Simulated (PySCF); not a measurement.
Na(OtBu), SMILES [O](C(C)(C)C)[Na] (C4H9NaO), singlet, GFN2-xTB optimised geometry.

```
15

Na     2.45    -1.28     0.00
O      0.62    -1.28     0.00
C     -0.28    -0.26     0.00
C     -0.09     0.66    -1.23
C     -1.71    -0.82    -0.04
C     -0.14     0.61     1.27
H     -0.82     1.46    -1.24
H     -0.19     0.06    -2.13
H      0.92     1.09    -1.21
H     -1.83    -1.43    -0.94
H     -2.45    -0.03    -0.04
H     -1.87    -1.46     0.83
H      0.87     1.04     1.31
H     -0.28    -0.01     2.15
H     -0.87     1.42     1.28
```

Density from B3LYP/def2-TZVP (PySCF) at that geometry.

Minimum of the electron density along straight lines between bonded atoms, close to the bond critical point (lines longer than 1.1 times the sum of covalent radii, or with two minima, are not listed):

```csv
bond,length / Å,ρ at the minimum / e bohr⁻³,∇²ρ there / e bohr⁻⁵,position (fraction from the first atom)
Na1–O2,1.831,0.075,0.60,0.47
O2–C3,1.362,0.305,-0.83,0.64
C3–C4,1.544,0.245,-0.61,0.49
C3–C5,1.547,0.243,-0.60,0.50
C3–C6,1.543,0.245,-0.61,0.49
C4–H7,1.087,0.280,-0.96,0.63
C4–H8,1.087,0.281,-0.96,0.64
C4–H9,1.095,0.273,-0.91,0.63
C5–H10,1.086,0.281,-0.97,0.64
C5–H11,1.087,0.280,-0.96,0.63
C5–H12,1.086,0.281,-0.97,0.64
C6–H13,1.095,0.273,-0.92,0.63
C6–H14,1.087,0.281,-0.97,0.64
C6–H15,1.087,0.280,-0.96,0.63
```
